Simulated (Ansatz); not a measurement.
Ideal-gas functions of GeH2O (`[O]=[GeH2]`) at 600 K and 1 bar, from an Ansatz frequency run at PBE0-D4/def2-TZVP.

Molar mass 90.62 g/mol, point group C2v (symmetry number 2), electronic degeneracy 1, moments of inertia 3.338, 37.503, 40.841 u Å². Harmonic wavenumbers (cm⁻¹, unscaled): 580, 600, 881, 1000, 2126, 2129.

Use S(trans) = R[1.5 ln M + 2.5 ln T − 1.1517]; rotational temperatures θ = 24.2544 K / I; S(rot) = R[ln(√π/σ · √(T³/θAθBθC)) + 1.5]; for each mode x = 1.438777 ν̃/T, S = R[x/(eˣ − 1) − ln(1 − e⁻ˣ)] and H = RT x/(eˣ − 1); 1 cm⁻¹ = 0.0119627 kJ/mol; R = 8.31446 J/(mol·K).

Problem. By hand: the entropy, in J/(mol·K).

Solution. Translation 179.6. Rotation: θ = 7.2661, 0.6467, 0.5939 K, giving 87.0. Vibration, mode by mode: 6.21, 5.97, 3.49, 2.79, 0.31, 0.31, in all 19.1. Electronic 0.0. Sum 285.7 J/(mol·K).

Problem. By hand: H − E and G − E in kJ/mol, counted from the electronic energy.

Solution. Zero-point energy ½ × 7316 × 0.0119627 = 43.8; thermal vibration 7.5; translation, rotation and pV give 4 RT = 20.0. H − E = 71.3 kJ/mol, and G − E = 71.3 − 600 × 285.7/1000 = -100.1 kJ/mol.

Vibration gives 7 % of the entropy.
